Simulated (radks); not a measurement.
Results of a calculation; reference values are marked as such.
Task: Species: Cd35+. Configuration: [Ne] 3s2 3p1. Code: a radial shooting solver on a logarithmic mesh with Libxc functionals. Model: scalar-relativistic Kohn-Sham, PBE, spin-polarised, spherical densities, finite nucleus; open shells are filled with parallel spins first (spin-orbit coupling, left out, can overturn this in heavy ions); Fermi nuclear charge, rms radius 4.6087 fm. Some entries of the table are withheld. Estimate them.

| orbital | occ. | eigenvalue (hartree) | r(max) (bohr) |
|---|---|---|---|
| 1s up | 1 | -1050.091 | 0.01968 |
| 1s down | 1 | -1050.012 | 0.01968 |
| 2s up | 1 | -216.2987 | 0.1104 |
| 2s down | 1 | -216.2315 | 0.1104 |
| 2p up | 3 | -202.2348 | 0.08817 |
| 2p down | 3 | -202.1443 | 0.08819 |
| 3s up | 1 | -85.53384 | 0.2984 |
| 3s down | 1 | -85.19477 | 0.2984 |
| 3p up | 1 | -81.10724 | (1) |
| 3p down | 0 | -80.77171 | (2) |

Result: 
(1) 3p up r(max) (bohr): 0.2868
(2) 3p down r(max) (bohr): 0.2867
